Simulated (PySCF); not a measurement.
Structure with atom numbers: `[CH3:1][O:2]/[CH:3]=[N:4]\[SiH3:5]`. Hydrogens are named by the atom that carries them.

Theory: structure optimised with PBE0-D3(BJ)/def2-SVP, shielding tensors at PBE0/pcSseg-1 (GIAO), in PySCF (a single conformation, non-relativistic, in vacuum, one averaged value for each set of equivalent atoms).

Referencing at the same level of theory: TMS for 13C (184.41 ppm), 1H (31.27 ppm), 29Si (351.99 ppm); H2O for 17O (334.56 ppm); NH3 for 15N (265.67 ppm).

```csv
atoms,nucleus,count,δ (ppm)
H(C3),1H,1,?
H(Si5),1H,3,5.16
O2,17O,1,195.9
Si5,29Si,1,-71.2
C1,13C,1,54.0
N4,15N,1,230.8
H(C1),1H,3,?
C3,13C,1,154.1
```

Estimate the values marked ?.

Results:


- H(C3): 7.32 ppm, hydrogen on a C=N carbon
- H(C1): 3.50 ppm, hydrogen on a methyl carbon bonded to O; its carbon carries O, hence the downfield position

Shifts are as computed. Against solution values, carbons near 30 ppm lie about +2 ppm off and those near 130 ppm about +5 ppm. Of 1211 compounds with measured shifts, 218 miss one by over three times the rms of a fit or turn the order of signals round; such compounds aren't used in these exercises. Experimental scales use liquid or dissolved standards, which lie at an offset from isolated NH3 (liquid NH3: subtract about 20 ppm) and H2O (liquid H2O: subtract about 36 ppm). Unscaled 15N shifts of sp2 nitrogen come out 20 to 40 ppm too high even then.
